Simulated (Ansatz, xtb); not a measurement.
# C3H11NOSi: which of two isomers lies lower

We compare X, `CCO[Si@H](C)N`, a singlet, with Y, `CC[Si@H](O)NC`, a singlet. Both are isolated molecules in the gas phase, relaxed with PBE0-D3(BJ)/def2-SVP; the shapes shown needn't be the lowest conformers.

X (Å):

| atom | x (Å) | y (Å) | z (Å) |
| --- | --- | --- | --- |
| C | -0.1081 | 1.8720 | 2.2393 |
| C | 0.2730 | 0.4384 | 1.9476 |
| C | 0.1850 | -2.4909 | -0.0395 |
| N | -2.5249 | -2.4681 | 1.0472 |
| O | -0.8548 | -0.2710 | 1.5097 |
| Si | -0.9204 | -1.9396 | 1.3618 |
| H | -0.8772 | 1.9119 | 3.0252 |
| H | 0.7656 | 2.4520 | 2.5736 |
| H | -0.5204 | 2.3484 | 1.3372 |
| H | 1.0709 | 0.4134 | 1.1784 |
| H | 0.7016 | -0.0286 | 2.8580 |
| H | -0.4845 | -2.5164 | 2.6727 |
| H | 0.1816 | -3.5869 | -0.1397 |
| H | -0.1528 | -2.0553 | -0.9936 |
| H | 1.2245 | -2.1658 | 0.1234 |
| H | -3.2390 | -2.3355 | 1.7550 |
| H | -2.9156 | -2.3245 | 0.1223 |

Y (Å):

```xyz
17

C    -0.6543    1.5352    1.3551
C    -0.2079    0.5767    2.4567
C    -1.2874   -3.0919    0.5039
N    -1.2066   -1.8058    1.1540
O     1.4390   -1.1580    0.6933
Si    0.2317   -1.1443    1.8509
H    -1.5370    1.1535    0.8183
H     0.1419    1.6742    0.6058
H    -0.9083    2.5321    1.7479
H     0.6765    0.9762    2.9828
H    -0.9897    0.4789    3.2321
H     0.8369   -1.9458    2.9565
H     1.1729   -0.8026   -0.1605
H    -2.0983   -1.4444    1.4735
H    -1.9758   -3.0728   -0.3589
H    -1.6128   -3.9134    1.1710
H    -0.2956   -3.3657    0.1121
```

Quicker runs give these differences E(Y) − E(X): GFN2-xTB −7.8 kJ/mol; HF/STO-3G +32.0 kJ/mol (at GFN2-xTB geometries); r2SCAN-D4/def2-SVP +11.6 kJ/mol (at GFN2-xTB geometries).

Which of the two would you expect CCSD(T)/def2-SVP + ΔMP2/def2-TZVPP electronic energies to favour?

Structure X; the calculation gives E(Y) − E(X) = +8.8 kJ/mol.

How the difference moves with the method:

| level | geometry | E(Y) − E(X) (kJ/mol) | departure from the last row (kJ/mol) | job, with rough time for the two |
| --- | --- | --- | --- | --- |
| GFN2-xTB | GFN2-xTB | −7.8 | −16.6 | optimisation, 0.26 s |
| HF/STO-3G | GFN2-xTB | +32.0 | +23.2 | single point, 0.36 s |
| r2SCAN-D4/def2-SVP | GFN2-xTB | +11.6 | +2.8 | single point, 3.8 s |
| PBE0-D3(BJ)/def2-SVP | PBE0-D3(BJ)/def2-SVP | +7.2 | −1.6 | optimisation, 56 s |
| HF/def2-SVP | PBE0-D3(BJ)/def2-SVP | +16.8 | +8.0 | part of the CCSD(T) run |
| MP2/def2-SVP | PBE0-D3(BJ)/def2-SVP | +5.8 | −3.1 | part of the CCSD(T) run |
| CCSD(T)/def2-SVP | PBE0-D3(BJ)/def2-SVP | +8.1 | −0.7 | single point |
| CCSD(T)/def2-SVP + ΔMP2/def2-TZVPP | PBE0-D3(BJ)/def2-SVP | +8.8 |  | single point, 69 s |

As drawn, Y has 1 C–N, 1 O–H in place of 1 C–O, 1 N–H.

GFN2-xTB puts the two in the other order. The largest departure from CCSD(T)/def2-SVP + ΔMP2/def2-TZVPP is that of HF/STO-3G, 23.2 kJ/mol. The last row adds to CCSD(T) the change of the MP2 difference between the two basis sets, here +0.7 kJ/mol.

With thermal terms from frequencies at re-optimised GFN2-xTB minima (ideal gas, soft modes damped towards free rotors, one conformer each, 298.15 K, 1 atm): the zero-point term adds +3.6 kJ/mol; ΔH is +10.9 and ΔG +15.7 kJ/mol.

The correlated steps freeze 10 core orbitals. Programs: Ansatz 0.2.0, xtb 6.7.1; the last row on 4 threads of Arm Neoverse V1 on a shared host.
